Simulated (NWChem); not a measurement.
System meant: triflate (CF₃O₃S anion); SMILES [O-]S(=O)(C(F)(F)F)=O

Input file for NWChem:

```
start job
memory heap 200 mb stack 900 mb global 1100 mb
charge -1
geometry units angstroms noautoz
  O      1.025720     1.025720     1.256337
  S      0.000000     0.000000     0.938698
  O      0.375440    -1.401159     1.256337
  O     -1.401159     0.375440     1.256337
  C      0.000000     0.000000    -0.960998
  F      1.209780    -0.324159    -1.458352
  F     -0.324159     1.209780    -1.458352
  F     -0.885620    -0.885620    -1.458352
end
basis spherical
  * library def2-svp
end
dft
  odft
  mult 2
  xc b3lyp
  iterations 150
  mulliken
end
task dft energy
```

End of the output:

```
                                 NWChem DFT Module
                                 -----------------

 Summary of "ao basis" -> "ao basis" (spherical)
 ------------------------------------------------------------------------------
       Tag                 Description            Shells   Functions and Types
 ---------------- ------------------------------  ------  ---------------------
 O                          def2-svp                 6       14   3s2p1d
 S                          def2-svp                 8       18   4s3p1d
 C                          def2-svp                 6       14   3s2p1d
 F                          def2-svp                 6       14   3s2p1d

 Summary of "ao basis" -> "ao basis" (spherical)
 ------------------------------------------------------------------------------
       Tag                 Description            Shells   Functions and Types
 ---------------- ------------------------------  ------  ---------------------
 O                          def2-svp                 6       14   3s2p1d
 S                          def2-svp                 8       18   4s3p1d
 C                          def2-svp                 6       14   3s2p1d
 F                          def2-svp                 6       14   3s2p1d

      Symmetry analysis of basis
      --------------------------

        a1         34
        a2          8
        e          74

  Rotation of axis
  number of electrons :                   74
  multiplicity        :                    2
 ------------------------------------------------------------------------
  no. of electrons and multiplicity not compatible                  74
 ------------------------------------------------------------------------
 ------------------------------------------------------------------------
  current input line :
    24: task dft energy
 ------------------------------------------------------------------------
 ------------------------------------------------------------------------
 There is an error in the input file
 ------------------------------------------------------------------------
 For more information see the NWChem manual at https://nwchemgit.github.io

0: no. of electrons and multiplicity not compatible:Received an Error in Communication
```

Question: What is wrong, and how is it mended?

Answer: The program refused the input. Cause: the multiplicity doesn't fit the number of electrons (an even count wants an odd multiplicity, and the reverse). This input runs:
```
start job
memory heap 200 mb stack 900 mb global 1100 mb
charge -1
geometry units angstroms noautoz
  O      1.025720     1.025720     1.256337
  S      0.000000     0.000000     0.938698
  O      0.375440    -1.401159     1.256337
  O     -1.401159     0.375440     1.256337
  C      0.000000     0.000000    -0.960998
  F      1.209780    -0.324159    -1.458352
  F     -0.324159     1.209780    -1.458352
  F     -0.885620    -0.885620    -1.458352
end
basis spherical
  * library def2-svp
end
dft
  xc b3lyp
  iterations 150
  mulliken
end
task dft energy
```
It converges to -960.94900 Ha (B3LYP/def2-SVP).
